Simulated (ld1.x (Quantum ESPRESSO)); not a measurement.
**Transferability test, TM potential for Ga (Z = 31)**

* Element: Ga
* Generator: ld1.x (Quantum ESPRESSO) 7.5
* Type: norm-conserving Troullier–Martins (Kleinman–Bylander form)
* Functional: PBE
* Relativity: scalar-relativistic
* Frozen core: [Ar] 3d10
* Valence charge: 3
* Reference configuration: 4s2 4p1
* Partial waves: 4s (bound): rc 1.80 bohr; 4p (bound): rc 2.45 bohr; 4d channel at -0.05 Ry: rc 2.15 bohr
* Local potential: the d channel
* Core correction: none

Energies are relative to the spin-unpolarised reference configuration 4s2 4p1; without spin polarisation the order of configurations can differ from experiment. Not all tests gave a result: 1 of 7 tests not solved or not reliable. Left out of the table: 4s1 4p0 (solver errors, printed error +3.5 eV).

(1) Give the all-electron excitation energy and the error of the potential for: 4s2 4p0; 4s2 4p0.5; 4s1 4p2; 4s1 4p1; 4s2 4p1.3; 4s0 4p3.

Levels in the configuration 4s1 4p1:

```csv
level,all-electron (eV),pseudo (eV)
4s,-17.423,-17.399
4p,-9.942,-9.941
```

Note: ghost states, extra bound levels that the all-electron valence spectrum of the same l lacks: s at -561.6 eV, p at -226.1 eV. A true bound ghost makes a file unfit for plane-wave use.

## Answers

(1)

```csv
valence configuration,charge,ΔE all-electron (eV),error AE − PS (meV)
4s2 4p0,+1,5.688,+15
4s2 4p0.5,+0.5,2.030,+2.4
4s1 4p2,0,6.538,+16
4s1 4p1,+1,13.060,+4.1
4s2 4p1.3,-0.3,-0.534,+3.2
4s0 4p3,0,13.371,+81
```

ld1.x printed “convergence not achieved” for 1 of the counted tests; its residual had stalled under 1e-8, short of the target of 1e-14.
